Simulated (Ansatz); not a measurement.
Dissociation curve of SMILES [Li][CH3]. The C1–Li5 bond (C1 also carries H, H, H; Li5 carries nothing else) is pulled apart rigidly from the PBE0/def2-TZVP optimised geometry.

Computed with CCSD(T) on UHF/cc-pVTZ, frozen core (Ansatz, a first-principles code).

### Question
Relative to R = 1.96 Å, what are the energies at R = 1.79, 2.29, 2.94, 4.77 Å?

### Answer
0.165 eV at 1.79 Å, 0.227 eV at 2.29 Å, 1.244 eV at 2.94 Å, 2.450 eV at 4.77 Å.

The unrestricted determinant behind UCCSD(T) is spin-contaminated at 2.65 to 6.90 Å (<S²> up to 1.0, against 0.00 for a pure singlet).
